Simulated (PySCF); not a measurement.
**Core binding energy against partial charge**

C6H11NO.
Atom-mapped SMILES: `[CH3:1][N:2]([CH3:3])[C:4](=[O:5])[CH:6]1[CH2:7][CH2:8]1`

Binding energies: delta-SCF UKS SCAN, pcX-2 on the ionised atom, pcseg-1 elsewhere, spin-free X2C in PySCF. Charges: PBE0/pcSseg-1 ground-state density, for the ionised atom.

```json
{"atom": "C7", "environment": "three-membered-ring carbon", "C 1s (eV)": "290.53", "Mulliken (e)": "-0.167", "IAO (e)": "-0.268", "Hirshfeld (e)": "-0.084", "ESP (e)": "-0.261"}
{"atom": "C6", "environment": "sp3 carbon next to a carbonyl", "C 1s (eV)": "290.68", "Mulliken (e)": "-0.410", "IAO (e)": "-0.198", "Hirshfeld (e)": "-0.059", "ESP (e)": "-0.293"}
{"atom": "C1", "environment": "N-methyl carbon", "C 1s (eV)": "291.50", "Mulliken (e)": "-0.086", "IAO (e)": "-0.310", "Hirshfeld (e)": "-0.068", "ESP (e)": "-0.312"}
{"atom": "C4", "environment": "amide carbonyl carbon", "C 1s (eV)": "293.04", "Mulliken (e)": "+0.645", "IAO (e)": "+0.416", "Hirshfeld (e)": "+0.171", "ESP (e)": "+0.469"}
```

Problem. Give the correlation coefficient and slope of binding energy on charge for each scheme.

Solution. Mulliken: r = 0.95, slope 2.4 eV per e; Hirshfeld: r = 0.93, slope 8.9 eV per e; ESP: r = 0.91, slope 2.8 eV per e; IAO: r = 0.89, slope 3.0 eV per e. On 4 points no scheme stands out.

Problem. The point-charge model writes a binding energy as kq + V + constant, with V the potential of the other atoms' charges at the site. What does it give with the ESP charges?

Solution. V = Σ 14.40 eV Å × q/r over all other atoms: +1.74 eV at C7, +2.61 eV at C6, +4.32 eV at C1, -7.82 eV at C4. Fitting binding energy − V to q gives k = 17.0 eV per e and leaves an rms residual of 0.28 eV, against 0.41 eV for the fit on q alone. The model has no term for differences in relaxation between sites.

The structure is a single PBE0-D3(BJ)/def2-SVP conformer in the gas phase; no vibrational or solvent corrections.

The values belong to the conformer `[CH3:1][N:2]([CH3:3])[C:4](=[O:5])[CH:6]1[CH2:7][CH2:8]1`: C1–N2–C4–O5 -5°, N2–C4–C6–C7 -155°.
